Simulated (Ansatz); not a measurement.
Consider the hydrogenolysis of the Si–Si bond: `[NH2][AlH][SiH2][SiH2]Cl` + H₂ → `[NH2][AlH][SiH3]` + `[SiH3]Cl`.

Program: Ansatz. Geometries: PBE0-D4/def2-TZVP. ΔE: electronic, gas phase. CCSD(T)/CBS is the MP2 limit (def2-TZVPP, def2-QZVPP) plus CCSD(T) − MP2 in def2-TZVPP, frozen cores. This one scheme is used for every species. DFT in def2-TZVPP. B3LYP here is the variant with VWN-RPA as its local correlation; programs differ in this. One conformer a species, not always the lowest.

| level | ΔE (kJ/mol) | difference from CCSD(T)/CBS |
| --- | --- | --- |
| PBE-D4 | 12.4 | 15.2 |
| B3LYP-D4 | -1.9 | 0.9 |
| PBE0 | -4.3 | -1.5 |
| MP2/def2-TZVPP | -4.5 | -1.7 |
| SCS-MP2/def2-TZVPP | -14.2 | -11.4 |
| CCSD/def2-TZVPP | -14.3 | -11.5 |
| CCSD(T)/def2-TZVPP | -7.3 | -4.5 |
| HF/def2-QZVPP | -44.3 | -41.5 |
| HF/CBS(def2) | -44.4 | -41.6 |
| MP2/CBS(def2) | -0.1 | 2.7 |
| CCSD(T)/CBS | -2.8 | 0 |

Largest T1 diagnostic among the species: 0.013.

The D4 term adds +17.4 kJ/mol with B3LYP and +10.0 kJ/mol with PBE0; it sums over pairs of atoms, weighted by their polarisabilities, and B3LYP, whose exchange is more repulsive, gets the larger term. From PBE to PBE0 (25 % exact exchange), in def2-TZVPP and without D4, ΔE moves by −5.8 kJ/mol. In def2-TZVPP, CCSD(T) changes the Hartree–Fock value by +36.0 kJ/mol (the triples alone add +7.1 kJ/mol) and MP2 by +38.7 kJ/mol.
